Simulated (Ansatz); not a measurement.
Geometry optimisation, Ansatz 0.2.0, RKS PBE0/def2-SVP.

Input file:

```yaml
crystal:
  periodic: [false, false, false]
  atoms:
    - { symbol: C, position_ang: [-1.4454, -0.1635, -0.1631] }
    - { symbol: C, position_ang: [0.0377, -0.1351, -0.1731] }
    - { symbol: "N", position_ang: [0.5313, -0.5089, -1.5008] }
    - { symbol: Al, position_ang: [0.7967, -1.4143, 1.2049] }
    - { symbol: Si, position_ang: [0.7029, 1.5575, 0.2782] }
    - { symbol: H, position_ang: [-1.8874, 0.1841, 0.8231] }
    - { symbol: H, position_ang: [-1.8632, -1.1219, -0.4291] }
    - { symbol: H, position_ang: [-1.836, 0.6252, -0.9311] }
    - { symbol: H, position_ang: [1.08568, -1.34369, -1.40029] }
    - { symbol: H, position_ang: [1.06895, 0.25231, -1.88873] }
    - { symbol: H, position_ang: [-0.3203, -2.2631, 2.1121] }
    - { symbol: H, position_ang: [2.3138, -1.592, 1.4421] }
    - { symbol: H, position_ang: [2.1223, 1.5655, 0.288] }
    - { symbol: H, position_ang: [0.1822, 1.9493, 1.6478] }
    - { symbol: H, position_ang: [0.2369, 2.5408, -0.6825] }
basis:
  gaussian: { orbitals: def2-SVP }
hamiltonian:
  xc: pbe0
relax:
  f_tol: 0.015
  max_steps: 40
```

Command:

```bash
$ ansatz run input.yaml --threads 2 --pin off --max-ram 3072MiB --backend cpu --events-out ev --progress --plain --runs-dir out
```

Q: Where does it end, and by what steps?

A: It converged. After 28 steps the energy has fallen by 1.263 eV; H10 moved furthest, 1.82 Å. Joined: N3–Al4 (2.87 → 2.01 Å).

```csv
step,energy less start (eV),largest force component (eV/Å),accepted
0,0.0000,2.761,yes
1,-0.3647,0.933,yes
2,-0.4165,0.233,yes
3,-0.4456,0.090,yes
4,-0.4708,0.585,yes
5,-0.5243,0.213,yes
6,-0.5560,0.126,yes
7,-0.5604,0.215,yes
8,-0.5489,0.850,no
9,-0.5714,0.152,yes
10,-0.5786,0.108,yes
11,-0.5818,0.209,yes
12,-0.5867,0.309,yes
13,-0.6019,0.277,yes
14,-0.6363,0.376,yes
15,-0.7045,0.450,yes
16,-0.8364,0.790,yes
17,-0.9926,1.005,yes
18,-1.1145,0.745,yes
19,-1.1886,0.480,yes
20,-1.2188,0.465,yes
21,-1.2378,0.232,yes
22,-1.2534,0.114,yes
23,-1.2570,0.087,yes
24,-1.2605,0.092,yes
25,-1.2622,0.098,yes
26,-1.2631,0.036,yes
27,-1.2632,0.018,yes
28,-1.2633,0.010,yes
```

```xyz
15
Properties=species:S:1:pos:R:3
C -1.516 0.062 -0.141
C -0.019 0.026 0.096
N 0.693 -0.840 -0.938
Al 0.818 -1.569 0.931
Si 0.781 1.693 0.372
H -2.020 0.572 0.695
H -1.956 -0.949 -0.195
H -1.793 0.600 -1.069
H 1.465 -0.398 -1.435
H 0.055 -1.240 -1.626
H -0.117 -2.850 1.077
H 2.298 -1.462 1.502
H 2.268 1.537 0.442
H 0.276 2.278 1.651
H 0.493 2.672 -0.735
```

Whether the end is a true minimum wasn't checked by a vibrational analysis.

Time of the run: 96 s on 2 threads of Intel(R) Xeon(R) Platinum 8488C (Sapphire Rapids), on a shared host, peak memory 0.34 GiB.
